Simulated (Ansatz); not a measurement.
`C=C[Si](F)F`, charge 0, multiplicity 2.

(1) Give a relaxed structure at PBE0-D4/def2-TZVP (Ansatz 0.2.0). (An estimate is asked.)

Results:

(1) Computed: 
Cartesian coordinates in Å:
```
C 1.110 -0.446 0.536
C 0.225 -0.425 -0.458
Si -1.016 0.932 -0.629
F -1.095 1.725 0.754
F -2.464 0.321 -0.904
H 1.112 0.309 1.316
H 1.864 -1.225 0.616
H 0.263 -1.190 -1.231
```
